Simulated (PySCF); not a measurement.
**Diatomics of Br with group 6**

PBE0 with triple-zeta basis sets in PySCF, for the lowest determinant that a PBE0 search found; no spin–orbit coupling. De refers to high-spin ground-configuration atoms. A positive dipole means M(−)Br(+).

| M | basis | state (unpaired electrons) | Re (Å) | ωe (cm⁻¹) | De (eV) | μ (D) |
| --- | --- | --- | --- | --- | --- | --- |
| Cr | def2-TZVPP | sextet (σ ↑, π ↑↑, δ ↑↑) | 2.355 | 294 | 3.35 | -5.64 |
| Mo | def2-TZVPP | sextet (σ ↑, π ↑↑, δ ↑↑) | 2.433 | 268 | 3.35 | -4.62 |
| W | def2-TZVPP | sextet (σ ↑, π ↑↑, δ ↑↑) | 2.423 | 259 | n/a | -3.38 |

The shortest bond is that of CrBr (2.355 Å), the longest that of MoBr (2.433 Å).

Down a group the atoms grow and get heavier, so bonds lengthen and wavenumbers fall; the exceptions here are the shorter bond at W. Relativity and the filled 4f shell contract the atoms of the sixth period.

De is left out where the level can put another filling of the metal’s s and d shells below the measured ground configuration, by anything from nothing to about 1 eV. The metal atom is held in its measured ground configuration; semilocal functionals can put another filling of s and d lower by some tenths of an eV, and De to that atom would be smaller. These are scalar-relativistic numbers at best; spin–orbit coupling would shift them, the dissociation energy most. The state is the lowest single determinant that the PBE0 search found; with open d or f shells the true ground state can be another one.
